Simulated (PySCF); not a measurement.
Tb⁶⁰⁺: ionisation energy

Tb⁶⁰⁺ [He] 2s2 2p1 [2p1/2^1, M_J = 1/2] → Tb⁶¹⁺ [He] 2s2, as a difference of total energies. Computed with PySCF 2.14 in an uncontracted even-tempered set (17 s from 42 bohr⁻², ratio 2.4; 13 p from 55 bohr⁻², ratio 2.4; 5 d from 180 bohr⁻², ratio 2.6; 4 f from 260 bohr⁻², ratio 2.6), with the two-component X2C-1e Hamiltonian. Correlated levels: nothing frozen; the 30 highest virtual spinors dropped. "Screened" scales the spin-orbit matrix elements by Boettger's factors to mimic the two-electron term; Breit and QED terms are absent.

```
                    method  ionisation energy (eV)
           GHF (spin-free)                 13436.8
          GMP2 (spin-free)                 13436.4
 GHF (screened spin-orbit)                 14017.4
GMP2 (screened spin-orbit)                 14015.2
```

How much does correlation contribute at GMP2 (screened spin-orbit)?

14015.2 − (14017.4) = -2.2 eV, measured against GHF (screened spin-orbit).

For this ion Breit and QED terms and the two-electron picture change, all absent here, outweigh the correlation shift from GHF to GMP2.

The spin-free rows lack the spin-orbit shift.

For comparison: 14003 ± 10 eV (theoretical estimate listed by NIST; NIST Atomic Spectra Database, ionization energies).
